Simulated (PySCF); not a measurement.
Calculated NMR parameters of C[Si@H](C=O)OC(C)(C)C

| Item | Value |
| --- | --- |
| Formula | C6H14O2Si |
| SMILES | C[Si@H](C=O)OC(C)(C)C |
| Point group of the computed structure | C1 |
| Degrees of unsaturation | 1 |
| Carbon signals | 4 |
| Proton signals | 4 |

Atoms are numbered as in `[CH3:1][Si@H:2]([CH:3]=[O:4])[O:5][C:6]([CH3:7])([CH3:8])[CH3:9]`; H(Xn) means a hydrogen on atom n.

Calculated, not measured (PySCF 2.14): PBE0/pcSseg-1 with gauge-including orbitals, geometry from GFN2-xTB. Non-relativistic, no solvent, fast rotation and ring inversion assumed for equivalent nuclei, single conformer.

Referencing at the same level of theory: 1H, 13C, 29Si vs TMS; H2O for 17O.

| carbon | δC, type | δH (multiplicity) | HMBC from (2–3 bonds) | span of the C tensor (ppm) |
| --- | --- | --- | --- | --- |
| C1 | -3.9, CH3 | 0.37 (d) | H(C3), H(Si2) | 22 |
| C3 | 255.1, CH | 12.25 (d) | H(Si2), H(C1) | 300 |
| C6 | 75.4, C | – | H(Si2), H(C7)/H(C8)/H(C9) | 67 |
| C7/C8/C9 | 32.5, CH3 | 1.39 (s) | H(C7)/H(C8)/H(C9) | 50 |

Other nuclei:
```
 atoms  nucleus                             environment  δ (ppm)  σ (ppm)
H(Si2)       1H  hydrogen on a silicon bonded to 2 C, O     5.07    26.65
   Si2     29Si             silicon bonded to 2 C, O, H    -37.8    386.9
    O4      17O                         carbonyl oxygen    921.1   -585.0
    O5      17O                  oxygen bonded to C, Si     83.1    252.9
```

Carbon types of the structure: 1 × C, 1 × CH, 4 × CH3, leaving 1 H on heteroatoms. δC 255.1: carbonyl carbon. δC 75.4: fully substituted sp3 carbon bonded to O; the inductive effect lowers its shielding. δC -3.9: methyl carbon bonded to Si; an electropositive neighbour leaves it electron-rich and shielded. δH 12.25: hydrogen on a carbonyl carbon. δH 0.37: hydrogen on a methyl carbon bonded to Si; an electropositive neighbour shields it, as in TMS itself.

Shifts are as computed. Against solution values, carbons near 30 ppm lie about +3 ppm off and those near 130 ppm about +5 ppm. Of 1309 compounds with measured shifts, 239 miss one by over three times the rms of a fit or turn the order of signals round; such compounds aren't used in these exercises. Unscaled 17O shifts of doubly bonded oxygen tend to come out too high, by tens of ppm or more. Experimental scales use liquid or dissolved standards, which lie at an offset from isolated H2O (liquid H2O: subtract about 36 ppm). No couplings were computed; multiplicities are counted from neighbouring protons, with m where these are inequivalent, close in shift, in a saturated or five-membered ring or joined by F or P, and br s for small geminal =CH2 splittings.
